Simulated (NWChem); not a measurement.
# HfH₂F₂; SMILES [HfH2]([F])[F]

def2 effective core potentials on Hf; no spin-orbit coupling.

Problem. Give the equilibrium geometry at PBE0/def2-SVP with def2 effective core potentials on Hf (NWChem) as a list of bonds and angles, with the point group.

Solution. point group C2v; any orientation.
Bonded distances (Å): Hf1–F2 1.896, Hf1–F3 1.896, Hf1–H4 1.843, Hf1–H5 1.843. Bond angles (°): F2–Hf1–F3 115.3, F2–Hf1–H4 108.3, F2–Hf1–H5 108.3, F3–Hf1–H4 108.3, F3–Hf1–H5 108.3, H4–Hf1–H5 108.0.
